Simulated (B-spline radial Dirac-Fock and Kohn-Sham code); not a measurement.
# Dipole and non-dipole photoemission parameters of Sn 4p3/2

System: the Sn atom, 1s2 2s2 2p6 3s2 3p6 3d10 4s2 4p6 4d10 5s2 5p2; threshold 83.60 eV (tabulated edge). The computed values come from an atomic code on a B-spline grid: Dirac-Hartree-Slater photoionisation with a Latter tail; cross sections with all multipoles, angular parameters from the dipole term and its interference with E2.

The run's input, task.json:

```json
{"items": [{
  "Z": 50,
  "q": 0,
  "cfg": [[1, 0, 2], [2, 0, 2], [2, 1, 6], [3, 0, 2], [3, 1, 6], [3, 2, 10], [4, 0, 2], [4, 1, 6], [4, 2, 10], [5, 0, 2], [5, 1, 2]],
  "A": 120,
  "rrms": 4.6519,
  "do": "xps",
  "hv": [50.6, 80, 84.7, 85.3, 100, 118.0, 200.0, 224.0, 300, 400, 496.0, 633.0, 659.0, 774.0, 779.0, 1253.6, 1930.0, 2740.0, 2984.4, 2990.0, 3820.0, 5390.0, 7060.0, 8800.0, 8940.0, 9251.7, 10500.0, 11400.0, 12000, 13700.0],
  "edges": {"K": 29200.0, "L1": 4465.0, "L2": 4156.0, "L3": 3929.0, "M1": 884.7, "M2": 756.5, "M3": 714.6, "M4": 493.2, "M5": 484.9, "N1": 137.1, "N2": 83.6, "N3": 83.6}
}]}
```

Launch: `python xray2_run.py task.json out`

For linearly polarised light dσ/dΩ = σ/(4π) [1 + β P₂(cos θ) + (δ + γ cos²θ) sin θ cos φ], with θ from the polarisation vector and φ the angle between the beam and the projection of the electron momentum on the plane normal to the polarisation.

```tsv
hν (eV)	σ (kb)	β	γ	δ
100	414	0.278	-0.349	0.084
118	327	-0.327	0.366	-0.049
200	267	0.423	-0.050	0.036
224	256	0.641	0.014	0.038
300	?	?	?	?
400	167	1.327	0.214	0.014
496	133	1.461	0.187	0.007
633	97.8	1.568	0.120	0.002
659	92.5	1.582	0.108	0.002
774	73.3	1.629	0.058	0.001
779	72.5	1.631	0.056	0.001
1253.6	32.7	1.702	-0.029	0.001
1930	14.4	1.703	0.035	0.003
2740	6.91	1.670	0.201	0.007
2984.4	5.72	1.658	0.257	0.008
2990	5.70	1.658	0.258	0.008
3820	3.25	1.614	0.444	0.013
5390	1.41	1.534	0.764	0.025
7060	0.701	1.455	1.049	0.041
8800	0.386	1.380	1.292	0.059
8940	0.370	1.375	1.309	0.060
9251.7	0.337	1.362	1.347	0.064
10500	0.236	1.315	1.489	0.077
11400	0.187	1.282	1.581	0.087
12000	0.161	1.262	1.638	0.094
13700	0.109	1.206	1.782	0.113
```

Question: Give the values at 300 eV.

Answer: σ = 215 kb, β = 1.061, γ = 0.167, δ = 0.027.
